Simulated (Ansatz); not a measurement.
Sn(vinyl)H3 (C2H6Sn), relaxed as a singlet with RKS PBE0-D4/def2-TZVP in Ansatz, starting from the GFN2-xTB geometry. Force threshold 0.02 eV/Å.

In the def2 sets Sn takes a core potential; there is no spin–orbit coupling. Another isomer (singlet) lies 1.20 eV lower at PBE0-D4/def2-TZVP; other spin states weren't run for this one.

Start:

```xyz
9

C     0.648   -0.137   -0.538
C     0.617    0.989   -1.222
Sn   -0.682   -0.624    1.053
H     1.391   -0.884   -0.781
H    -0.102    1.767   -1.022
H     1.315    1.188   -2.021
H    -0.609    0.481    2.290
H    -0.313   -2.113    1.686
H    -2.265   -0.667    0.555
```

Q: Estimate the energy that the relaxation releases and the steps that it takes.

A: 0.11 eV, in 22 steps; 71 s on 2 threads of Intel Xeon Platinum 8259CL on a shared host. The force fell under the threshold at step 5, but the optimiser went on and released 0.037 eV more. No frequencies were taken in this run, so the end may be a saddle point.

Q: Does the start keep its bonding and symmetry?

A: By distances, no bond broke or formed. The bond that changes most is Sn3–H8, from 1.66 to 1.71 Å (atoms count from 1).

Q: Predict the relaxed structure.

A: 
```xyz
9

C     0.419   -0.209   -0.716
C     0.809    1.022   -1.026
Sn   -0.739   -0.644    1.010
H     0.703   -1.028   -1.372
H     0.558    1.883   -0.413
H     1.403    1.230   -1.914
H    -1.013    0.829    1.831
H     0.091   -1.733    2.031
H    -2.231   -1.350    0.570
```
Bond lengths: 1 × C–C 1.33 Å; 1 × C–Sn 2.12 Å; 3 × H–Sn 1.71 Å; 3 × C–H 1.09 Å.
